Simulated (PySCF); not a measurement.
CH₄GeO, SMILES [CH3][Ge][OH] (connectivity only; charge and spin as stated), neutral, multiplicity 1. Atoms are numbered in the order given.

```xyz
7

Ge     0.4595     0.1138     0.0000
C     -0.5831    -1.5660     0.0000
H     -1.2316    -1.5834    -0.8816
H     -1.2316    -1.5834     0.8816
H      0.0506    -2.4550     0.0000
O     -1.0020     1.1603     0.0000
H     -0.7767     2.0949     0.0000
```
Charge 0, spin multiplicity 1.

Coordinates come from a ωB97X-D3(BJ)/def2-TZVP optimisation. The values are those of a single conformer.

Calculation: M06-2X/def2-TZVPD run with PySCF.

ESP charges are fitted to the potential on shells at 1.4 to 2.0 van der Waals radii. Atomic charges (e):

```
atom    IAO  ESP fit
----  -----  -------
Ge1    0.70        ?
C2    -0.73    -0.04
H3     0.16     0.06
H4     0.16     0.06
H5     0.15     0.00
O6    -0.78        ?
H7     0.36        ?
```

Problem. Fill in the missing entries. (The exact figures need the calculation; the answer reports its results.)

Solution. 
- Ge1, ESP fit: 0.09
- O6, ESP fit: -0.55
- H7, ESP fit: 0.37
